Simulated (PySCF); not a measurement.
This PySCF input asks for the NMR shieldings of SMILES CC(=S)C1=CC[N+](C)(C)[BH2-]1, C$_{7}$H$_{14}$BNS; the geometry comes from GFN2-xTB.

```python
import basis_set_exchange as bse
import numpy as np
from pyscf import gto, dft
from pyscf.prop import nmr

atoms = """
C     3.215373   -0.371421   -1.195122
C     2.453733   -0.640711    0.056830
S     3.078081   -1.607041    1.230379
C     1.130012   -0.096055    0.158304
C     0.561957    0.257945    1.318868
C    -0.834100    0.764115    1.147047
N    -1.282371    0.215564   -0.147848
C    -1.756406   -1.152548    0.056653
C    -2.346974    1.013599   -0.742925
B     0.097091    0.183277   -1.051549
H     2.645147   -0.744478   -2.045530
H     3.331628    0.703608   -1.334234
H     4.192977   -0.845884   -1.166112
H     1.035788    0.263823    2.288449
H    -1.506374    0.472523    1.961398
H    -0.828994    1.857811    1.079747
H    -2.636757   -1.166481    0.705501
H    -0.962521   -1.739284    0.513813
H    -2.009234   -1.597927   -0.902746
H    -2.620592    0.587706   -1.706499
H    -1.995268    2.029926   -0.907097
H    -3.228928    1.036066   -0.096766
H     0.252741    1.269766   -1.513249
H     0.002256   -0.674137   -1.866288
"""
names = dict.fromkeys(["C", "S", "N", "B", "H"], "pcSseg-1")
basis = {el: gto.basis.parse(bse.get_basis(n, elements=[el], fmt="nwchem")) for el, n in names.items()}
mol = gto.M(atom=atoms, basis=basis, charge=0, verbose=0)
mf = dft.RKS(mol, xc="PBE0")
mf.grids.level = 2
mf.grids.alignment = dft.numint.BLKSIZE   # the property module wants whole blocks of grid points
mf.conv_tol = 1e-9
mf.kernel()

calc = nmr.RKS(mf)   # GIAO
C = mf.mo_coeff
Co = C[:, mf.mo_occ > 0]
resp = mf.gen_response(singlet=True, hermi=2)
def vind(x):   # induced exchange potential for any number of trial vectors
    d = np.einsum("pi,xij,qj->xpq", C, 2 * x.reshape(-1, C.shape[1], Co.shape[1]), Co, optimize=True)
    return np.einsum("xpq,pi,qj->xij", resp(d - d.transpose(0, 2, 1)), C, Co, optimize=True).ravel()
mo1, _ = nmr.rhf.solve_mo1(calc, with_cphf=vind)
sigma = calc.kernel(mo1)
for i, s in enumerate(sigma):   # ppm
    w = np.linalg.eigvalsh((s + s.T) / 2)
    print("%2d %-2s iso %8.1f  s11 %8.1f  s22 %8.1f  s33 %8.1f" % (i, mol.atom_pure_symbol(i), w.mean(), *w))
```

Task: Give the expected output.

Result: 
```
 0 C  iso    144.0  s11    120.2  s22    129.8  s33    182.1
 1 C  iso    -80.2  s11   -242.5  s22   -144.1  s33    145.9
 2 S  iso   -467.7  s11  -1677.6  s22   -283.5  s33    558.0
 3 C  iso      5.6  s11    -84.2  s22    -21.6  s33    122.7
 4 C  iso     50.6  s11    -38.2  s22     60.8  s33    129.2
 5 C  iso    115.7  s11     86.3  s22    105.1  s33    155.7
 6 N  iso    199.7  s11    171.5  s22    199.2  s33    228.4
 7 C  iso    136.2  s11     98.4  s22    124.7  s33    185.5
 8 C  iso    136.1  s11    106.2  s22    118.8  s33    183.5
 9 B  iso    108.6  s11     88.7  s22     96.9  s33    140.1
10 H  iso     28.8  s11     24.8  s22     29.9  s33     31.6
11 H  iso     28.7  s11     25.3  s22     28.9  s33     31.8
12 H  iso     28.5  s11     24.7  s22     28.6  s33     32.3
13 H  iso     25.2  s11     23.6  s22     24.8  s33     27.1
14 H  iso     28.5  s11     24.9  s22     27.0  s33     33.8
15 H  iso     27.9  s11     24.2  s22     27.0  s33     32.5
16 H  iso     29.9  s11     26.2  s22     27.0  s33     36.4
17 H  iso     28.4  s11     23.6  s22     28.7  s33     32.8
18 H  iso     29.3  s11     25.4  s22     27.1  s33     35.4
19 H  iso     28.9  s11     25.0  s22     26.2  s33     35.4
20 H  iso     28.7  s11     24.7  s22     26.8  s33     34.7
21 H  iso     29.3  s11     25.4  s22     26.6  s33     36.0
22 H  iso     28.7  s11     25.1  s22     27.8  s33     33.1
23 H  iso     29.2  s11     25.5  s22     28.2  s33     34.0
```

These numbers come from an equivalent density-fitted implementation of the same equations, which agrees with the script to about 0.01 ppm for H and up to a few tenths of a ppm for heavy atoms, so last digits may differ.

Size and cost of the density-fitted run: 247 basis functions, 3.4 min wall time on 1 thread of an Intel Xeon, shared host; peak memory 1.2 GiB.
